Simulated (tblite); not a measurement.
C3H9AlO.
Cartesian coordinates in Å at the GFN2-xTB level; atoms count from 1:
```xyz
14
C3H9AlO angstrom
C     -2.6498    0.0753   -0.1616
C     -1.2737   -0.1522   -0.8004
Al     0.1308    0.0979    0.6117
O      1.7611    0.0178    0.3875
C      3.1491   -0.0407    0.2214
H     -3.4576   -0.0916   -0.8748
H     -2.7962   -0.5975    0.6830
H     -2.7327    1.0937    0.2158
H     -1.2437   -1.1577   -1.2430
H     -1.1511    0.5324   -1.6509
H     -0.2962    0.3921    2.0565
H      3.5507   -0.9108    0.7459
H      3.3961   -0.1211   -0.8394
H      3.6124    0.8620    0.6261
```

All values are computed: GFN2-xTB (tblite) harmonic vibrations without scaling, gas phase. Errors from tens to a few hundred cm⁻¹ against measured bands are possible. Modes of hydrogen on aluminium can be 10 to 20 % off. One conformer, not necessarily the lowest. The optimisation stopped once no atom felt more than 0.01 eV/Å.

Lowest wavenumbers of the output (negative numbers stand for imaginary wavenumbers):
```
mode    cm-1
  1     -26.9
  2      38.2
  3      69.1
  4     122.1
  5     170.3
  6     209.0
  7     219.0
  8     405.8
  9     541.3
 10     589.3
```

Q: Is this structure a minimum?

A: Not by this Hessian. 1 mode is imaginary beyond 20i (27i cm⁻¹), so at this level the point lies at or near a first-order saddle. The curvature is small, so loose convergence or finite differences may be the whole cause.

Q: Which atoms move in the imaginary mode?

A: 27i: H12 (methyl hydrogen) 31 %, H14 (methyl hydrogen) 30 %, H13 (methyl hydrogen) 29 %. These are shares of the mass-weighted motion.

Q: What is the remedy?

A: Step along that mode in both directions, optimise again with tighter thresholds and repeat the frequencies. The zero-point energy of this point (69.0 kcal/mol) counts the 35 real modes alone, and thermal corrections from it aren't those of a minimum.

On an Arm Neoverse V2 with one thread, shared host with 192 logical CPUs at a one-minute load of 72, this took 0.27 s of wall time. This covers the Hessian and the dipole derivatives.
